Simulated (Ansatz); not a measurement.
Consider the redistribution: `O[SiH2][CH2][GeH3]` + `C[SiH2][SiH](C)Cl` → `C[SiH2][CH2][GeH3]` + `C[SiH](Cl)[SiH2]O`.

Isolated molecules relaxed with PBE0-D4/def2-TZVP in Ansatz; ΔE leaves out vibrations. CBS: MP2 limit from def2 TZ/QZ plus the TZ coupled-cluster correction, frozen cores. Functionals use def2-TZVPP. B3LYP here is the variant with VWN-RPA as its local correlation; programs differ in this. For Ge outer-core shells are correlated without core-valence functions, which leaves a few kJ/mol of doubt a bond. Scalar relativity is left out up to krypton. One conformer a species, not always the lowest.

`O[SiH2][CH2][GeH3]`:

Z-matrix (Å, degrees):
```
Si
C 1 1.861
O 1 1.651 2 112.2
H 1 1.483 2 109.7 3 116.4
H 1 1.492 2 109.8 3 -122.9
Ge 2 1.962 1 113.6 3 -46.4
H 2 1.094 1 110.8 3 75.7
H 2 1.095 1 108.7 3 -167.0
H 3 0.957 1 118.2 2 -72.4
H 6 1.537 2 110.0 1 72.4
H 6 1.538 2 110.2 1 -47.9
H 6 1.540 2 110.0 1 -167.9
```

`C[SiH2][SiH](C)Cl`:

```xyz
14

C     1.099    2.271   -0.311
Si    0.695    0.734    0.681
Si   -0.797   -0.646   -0.479
C    -1.076   -2.308    0.319
Cl    0.018   -0.946   -2.368
H     1.514    1.995   -1.283
H     1.830    2.892    0.212
H     0.201    2.869   -0.482
H     0.091    1.096    1.997
H     1.930   -0.055    0.959
H    -2.101    0.037   -0.702
H    -1.536   -2.178    1.303
H    -0.130   -2.838    0.449
H    -1.738   -2.923   -0.293
```

`C[SiH2][CH2][GeH3]`:

```xyz
14

C    -0.668   -1.735   -0.711
Si    0.934   -0.851   -0.325
C     0.682    0.531    0.912
Ge   -0.576    1.917    0.341
H    -1.397   -1.058   -1.163
H    -0.496   -2.558   -1.409
H    -1.113   -2.151    0.197
H     1.505   -0.278   -1.577
H     1.923   -1.830    0.212
H     1.643    1.014    1.113
H     0.325    0.119    1.861
H    -0.171    2.464   -1.040
H    -0.594    3.080    1.349
H    -1.999    1.338    0.239
```

`C[SiH](Cl)[SiH2]O`:

```xyz
12

C     1.225    1.254    0.816
Si    0.861   -0.224   -0.259
Cl    0.807    0.410   -2.246
Si   -1.276   -1.152    0.038
O    -2.375   -0.146   -0.676
H     2.171    1.718    0.527
H     0.432    1.999    0.733
H     1.297    0.943    1.862
H     1.960   -1.221   -0.165
H    -1.302   -2.521   -0.553
H    -1.665   -1.246    1.468
H    -2.135    0.185   -1.545
```

**Question.** Is it downhill or uphill in electronic energy at CCSD(T)/CBS, and by how much? (Estimate.)

**Answer.** Computed: Uphill: ΔE = +10.2 kJ/mol.

**Question.** What do these levels give: r2SCAN-D4, PBE0-D4, B3LYP-D4, ωB97X-V, B2PLYP, PBE, B3LYP, CCSD(T)/def2-TZVPP, HF/def2-QZVPP, MP2/def2-QZVPP, MP2/CBS(def2), CCSD/CBS(def2)? (An estimate is asked.)

**Answer.** Computed: r2SCAN-D4 10.3, PBE0-D4 10.1, B3LYP-D4 9.3, ωB97X-V 10.0, B2PLYP 10.8, PBE 9.6, B3LYP 10.6, CCSD(T)/def2-TZVPP 11.0, HF/def2-QZVPP 12.3, MP2/def2-QZVPP 10.6, MP2/CBS(def2) 10.4, CCSD/CBS(def2) 10.5 kJ/mol.

Largest T1 diagnostic among the species: 0.011.
